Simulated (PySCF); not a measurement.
Method: PBE0/[Ti def2-TZVP, N def2-TZVP, Cl def2-TZVP], no relativity, density fitting, PySCF. Open shells, if any, are unrestricted.

Question: What shape and geometry does isolated singlet ClTiN take (every ligand bound to Ti)?

Answer: Formally Ti is in oxidation state +4, d0. The polar-tensor charge on Ti, 1.59, is far below the formal one. The lowest minimum found is a singlet of Cs symmetry with Ti–Cl 2.275 Å, Ti–N 1.545 Å; Cl–Ti–N 117.9°. Its harmonic wavenumbers are 190 (a'), 419 (a'), 1169 (a') cm⁻¹ and its dipole moment is 5.99 D.

Stability towards spin polarisation was not tested. Only a few start shapes were tried, so a lower isomer may exist.
